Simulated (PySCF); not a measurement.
Some computed properties have been withheld. Give your best values.

Species: C5H5NS.
Atom-mapped SMILES: `[CH2:1]=[CH:2][c:3]1[cH:4][n:5][cH:6][s:7]1` (hydrogens: H8, H9 on C1; H10 on C2; H11 on C4; H12 on C6)

Geometry (GFN2-xTB, Å), atoms numbered from 1 in this order:
```
atom  x, y, z in Å
C1    -2.1550   -0.9144    0.2815
C2    -1.3785    0.1641    0.2881
C3     0.0331    0.1616    0.0148
C4     0.8845    1.2381    0.0081
N5     2.1733    0.9695   -0.2804
C6     2.3573   -0.2804   -0.4996
S7     0.9402   -1.2725   -0.3712
H8    -1.7587   -1.8927    0.0625
H9    -3.2077   -0.8542    0.4940
H10   -1.7899    1.1407    0.5100
H11    0.5967    2.2533    0.2128
H12    3.3059   -0.7136   -0.7466
```

| property | level | value |
| --- | --- | --- |
| point group of the GFN2-xTB geometry | GFN2-xTB | Cs |
| rotational constants A, B, C of the GFN2-xTB geometry | GFN2-xTB | ? |
| dipole moment | PBE0/def2-SVPD | ? |
| HOMO energy | PBE0/def2-SVPD | ? |
| LUMO energy | PBE0/def2-SVPD | -1.62 eV |
| lowest singlet excitation | TDDFT PBE0/def2-SVPD | ? |
| lowest triplet excitation (Tamm–Dancoff) | TDA PBE0/def2-SVPD | ? |
| static isotropic polarisability | PBE0/def2-SVPD | 85.0 au |
| electronic spatial extent ⟨r²⟩ about the centre of nuclear charge | PBE0/def2-SVPD | 831 bohr² |
| 13C chemical shifts (computed TMS as zero) by class | GIAO PBE0/pcSseg-1 | 154.7 (C6), 150.4 (C3), 145.9 (C4), 135.5 (C2), 123.2 (C1) ppm |
| 1H chemical shifts (computed TMS as zero) by class | GIAO PBE0/pcSseg-1 | ? |
| isotropic shieldings of nuclei other than C and H, by class | GIAO PBE0/pcSseg-1 | ? |

Electronic properties: PySCF, gas phase, density fitting.

(1) What are the 1H chemical shifts (computed TMS as zero) by class?

(2) Give the lowest singlet excitation.

(3) The isotropic shieldings of nuclei other than C and H, by class?

(4) What is the dipole moment?

(5) What is the HOMO energy?

(6) Give the rotational constants A, B, C of the GFN2-xTB geometry.

(7) What is the lowest triplet excitation (Tamm–Dancoff)?

Answers

(1) 8.18 (H12), 7.76 (H11), 7.08 (H10), 6.10 (H8), 5.54 (H9) ppm.

(2) 4.67 eV (266 nm, f = 0.311).

(3) -95 (N5), 243 (S7) ppm.

(4) 1.48 D.

(5) -6.78 eV.

(6) 5.149, 1.918, 1.397 GHz.

(7) 2.85 eV.

No computed singlet falls in the visible range (750 to 380 nm, 1.65 to 3.26 eV); S1 lies 1.41 eV above its blue end. The polarisability is 12.60 Å³ as a volume (1 au = 0.148185 Å³), or 1.47 au for each of the 58 electrons.

One conformer stands for the species.
